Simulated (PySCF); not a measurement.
**NMR data sheet: C$_{6}$H$_{7}$Cl**

```yaml
Formula: C6H7Cl
SMILES: C=C/C=C\C(=C)Cl
Point_group_of_the_computed_structure: Cs
Degrees_of_unsaturation: 3
Carbon_signals: 6
Proton_signals: 7
```

Numbering as in the mapped SMILES `[CH2:1]=[CH:2]/[CH:3]=[CH:4]\[C:5](=[CH2:6])[Cl:7]` (H(Xn): hydrogen on atom n). Ha(C1) is cis to C3; Ha(C6) is cis to C4; Hb(C1) is trans to C3; Hb(C6) is trans to C4.

[PySCF: coordinates at the GFN2-xTB level; σ from GIAO-PBE0/pcSseg-1; non-relativistic; no solvent model; one computed conformer]

References, each an isolated molecule treated in the same way: ¹H and ¹³C against TMS.

| carbon | δC, type | δH (multiplicity) | HMBC from (2–3 bonds) | span of the C tensor (ppm) |
| --- | --- | --- | --- | --- |
| C1 | 130.4, CH2 | Ha(C1) 5.60 (m); Hb(C1) 5.65 (m) | H(C2), H(C3) | 209 |
| C2 | 140.8, CH | 8.54 (m) | H(C3), H(C4), Hb(C1), Ha(C1) | 245 |
| C3 | 141.1, CH | 6.28 (m) | H(C2), H(C4), Hb(C1), Ha(C1) | 191 |
| C4 | 130.6, CH | 6.08 (d) | H(C2), H(C3), Hb(C6), Ha(C6) | 175 |
| C5 | 151.6, C | – | H(C3), H(C4), Hb(C6), Ha(C6) | 182 |
| C6 | 126.6, CH2 | Ha(C6) 5.58 (m); Hb(C6) 5.58 (m) | H(C4) | 178 |

1. Carbon types of the structure: 1 × C, 3 × CH, 2 × CH2, which accounts for all hydrogens.
2. δC 151.6: fully substituted alkene carbon; an sp2 carbon of a C=C bond.
3. δC 141.1, 140.8, 130.6: alkene CH; as expected for a trigonal carbon in a double bond.
4. δC 130.4, 126.6: terminal =CH2 carbon; as expected for a trigonal carbon in a double bond.
5. δH 8.54, 6.28, 6.08: hydrogen on an alkene CH.
6. δH 5.65, 5.60, 5.58, 5.58: hydrogen on a terminal =CH2 carbon; olefinic region.

Carbons that carry Cl, above all several Cl atoms, come out too deshielded, partly because spin–orbit coupling is missing. Shifts are as computed. Against solution values, carbons near 30 ppm lie about +3 ppm off and those near 130 ppm about +5 ppm; carbons on Cl a further +6 ppm. Of 1211 compounds with measured shifts, 218 miss one by over three times the rms of a fit or turn the order of signals round; such compounds aren't used in these exercises. Multiplicities follow the n + 1 count of equivalent neighbours, as no J values were calculated; m marks all less simple cases, F and P coupling included.
